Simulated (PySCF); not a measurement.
## How methods differ on the excitation energy of Pd(2+)

Pd(2+) [Kr] 4d8 (3F) → Pd(2+) [Kr] 4d7 5s1 (5F), as a difference of total energies. All numbers are calculated (PySCF 2.14, the spin-free X2C one-electron Hamiltonian (Gaussian nucleus), in x2c-QZVPPall with one added diffuse shell each of s, p, d, f, g type (14s9p8d5f3g, 143 functions)). Correlated levels: valence: [Kr] frozen; valence and next inner shell: [Ar] 3d10 frozen. The calculations carry no spin-orbit coupling.

```csv
method,excitation energy (eV)
UHF,6.000
LDA,6.414
PBE,6.387
PBE0,6.506
r2SCAN,6.482
MP2 (valence),6.723
SCS-MP2 (valence),7.069
MP2 (valence and next inner shell),6.467
SCS-MP2 (valence and next inner shell),6.684
```

Q: How much does correlation contribute at MP2 (valence and next inner shell)?

A: 6.467 − (6.000) = 0.467 eV, measured against UHF.

A first-order spin-orbit estimate (lowest level to lowest level, LS coupling) adds -0.017 eV.
